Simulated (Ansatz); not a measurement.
Cost and result for the atomization energy of C2H4InN, SMILES `[CH3][InH][C]#N` (8 atoms, 7 bonds).

```xyz
8

C     0.0071    1.3474    0.4458
In    0.5132   -0.7171    0.2981
C    -0.6175   -1.7466   -1.2112
N    -1.2364   -2.2788   -2.0279
H     0.1530    1.8203   -0.5269
H     0.6087    1.8611    1.1937
H    -1.0491    1.4359    0.7065
H     1.6210   -1.7222    1.1219
```

Charge 0, multiplicity 1. Correlated methods include outer-core shells of In, which these sets cover unevenly. In: def2 effective core potential. The structure was optimised at the PBE0-D4/def2-TZVP level. Program: Ansatz. Hardware: A = 2 threads of an AMD EPYC 7R13 on a shared host; B = 2 threads of an AMD EPYC 7R13 on a shared host and a share of an NVIDIA H100 80 GB. Times are those of one run each, without the atoms' runs, and a repeat can differ threefold. Electronic energies, without spin–orbit coupling; frozen cores. CCSD(T)/CBS adds CCSD(T) − MP2 in def2-TZVPP to the MP2 limit, and its time is that of the two runs behind it. T1 = 0.014. With those shells the extrapolation isn't a true limit. B3LYP takes the VWN-RPA correlation (the form of Gaussian; ORCA's B3LYP/G).

CCSD(T)/CBS is a level of theory with its own doubt, some kJ/mol a heavy atom from the limit and from the frozen cores, so smaller differences don't rank the functionals.

```
                                 level  functions  wall time  atomization (kcal/mol)  difference from CCSD(T)/CBS  per bond
            LDA (SPW92)/def2-TZVPP [A]        199      1.5 s                   785.3                         96.8      13.8
              revPBE-D4/def2-TZVPP [A]        199      2.2 s                   683.8                         -4.7      -0.7
                PBE0-D4/def2-TZVPP [A]        199      2.8 s                   686.6                         -1.9      -0.3
               BHLYP-D4/def2-TZVPP [A]        199        3 s                   660.8                        -27.7      -4.0
             r2SCANh-D4/def2-TZVPP [A]        199      4.5 s                   678.7                         -9.8      -1.4
r2SCAN-D4/def2-TZVPP (with forces) [A]        199      4.8 s                   684.5                         -4.0      -0.6
 B3LYP-D4/def2-TZVPP (with forces) [A]        199      4.8 s                   684.9                         -3.6      -0.5
                  CCSD(T)/def2-SVP [A]         88      5.5 s                   649.4                        -39.1      -5.6
                CCSD(T)/def2-TZVPP [B]        199      5.5 s                   671.5                        -17.0      -2.4
                 B97M-V/def2-TZVPP [A]        199        7 s                   687.2                         -1.3      -0.2
                ωB97X-V/def2-TZVPP [A]        199      7.5 s                   691.2                          2.7       0.4
                CCSD(T)/def2-QZVPP [B]        373       19 s                   682.4                         -6.1      -0.9
                     CCSD(T)/CBS(def2)          –       24 s                   688.5                          0.0       0.0
```

From BLYP to BHLYP (50 % exact exchange), in def2-TZVPP and without D4, the atomization energy moves by −24.1 kcal/mol: exact exchange takes away binding that semilocal exchange gives to molecules. Leaving LDA and LC-ωPBE aside and taking each functional with its dispersion term where it has one, the values, not all of them listed here, spread over 42.4 kcal/mol, from BHLYP-D4 to PBE-D4. LDA lies +85.2 kcal/mol from PBE without D4, its usual overbinding. The D4 term adds +5.0 kcal/mol with B3LYP and +2.6 kcal/mol with PBE0; it sums over pairs of atoms, weighted by their polarisabilities, and B3LYP, whose exchange is more repulsive, gets the larger term.

Spin–orbit coupling would lower the free In atoms strongly, and the atomization energy with them, by more than many differences here.
